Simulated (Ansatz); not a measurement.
Molecule: sum formula TiH$_{3}$I, net charge 0, singlet state. 
Geometry from a B3LYP-D3(BJ)/def2-TZVP (Ansatz, an electronic-structure program) optimisation:
```xyz
5

Ti     1.4156    -0.3094     0.9068
I     -0.6939     0.1517    -0.4445
H      2.7483     0.3517     0.1056
H      1.2655     0.3952     2.4353
H      1.6217    -1.9786     1.0692
```

Total electronic energies in hartree. Cores are frozen in the correlated levels unless marked. Spin-orbit coupling is left out. The frozen core is the preceding noble-gas configuration, with the filled d and f shells of earlier blocks. In def2 rows, elements after Kr have scalar-relativistic effective core potentials. STO-3G rows are all-electron and non-relativistic. CBS(X,Y): correlation extrapolated as X^-3; Hartree-Fock from the larger set. The bracket is a focal-point correction in the basis named.

The T1 diagnostic of CCSD in the largest basis is 0.033, which is high, so the coupled-cluster rows are less sure than usual.

```
level                                                                 program  energy (Eh)
-------------------------------------------------------------  --------------  -----------
HF/def2-QZVPPD                                                         Ansatz  -1146.79505
RI-HF/def2-TZVPPD                                                      Ansatz  -1146.77816
revPBE-D4/def2-TZVPD                                           Ansatz + dftd4  -1148.90675
revPBE/def2-TZVPD                                                      Ansatz  -1148.89797
B97M-V/def2-TZVPD                                                      Ansatz  -1148.72601
PBE0/def2-SVP                                                          Ansatz          ___
PBE0/def2-QZVPP                                                        Ansatz          ___
BHLYP-D4/def2-TZVPD                                            Ansatz + dftd4  -1148.85299
BHLYP/def2-TZVPD                                                       Ansatz  -1148.84693
HSE06-D4/def2-TZVPD                                            Ansatz + dftd4  -1148.73690
HSE06/def2-TZVPD                                                       Ansatz  -1148.73378
CAM-B3LYP-D3(BJ)/def2-TZVPD                                    Ansatz + dftd3  -1148.97208
B2GP-PLYP/def2-TZVPD                                                   Ansatz  -1148.23240
B2PLYP-D3(BJ)/def2-TZVPD                                       Ansatz + dftd3  -1148.40871
RPA@PBE/def2-QZVPP                                                     Ansatz          ___
MP2/STO-3G                                                             Ansatz  -7692.33167
MP2/def2-SVP                                                           Ansatz  -1146.88146
RI-MP2/def2-TZVPPD                                                     Ansatz  -1147.08439
CCSD/def2-TZVPP                                                        Ansatz  -1147.11038
CCSD(T)/STO-3G                                                         Ansatz  -7692.35328
CCSD(T)/def2-TZVPP                                                     Ansatz  -1147.13291
RI-MP2/CBS(def2-TZVPPD,def2-QZVPPD)+[CCSD(T)-MP2]/def2-SVPD            Ansatz   -1147.1923
RI-MP2/CBS(def2-TZVPPD,def2-QZVPPD)+[CCSD(T)-MP2]/def2-TZVPPD          Ansatz   -1147.1959
```

### Question
Fill in the missing entries.

### Answer

- PBE0/def2-SVP, energy (Eh): -1148.61709
- PBE0/def2-QZVPP, energy (Eh): -1148.76448
- RPA@PBE/def2-QZVPP, energy (Eh): -1147.37376
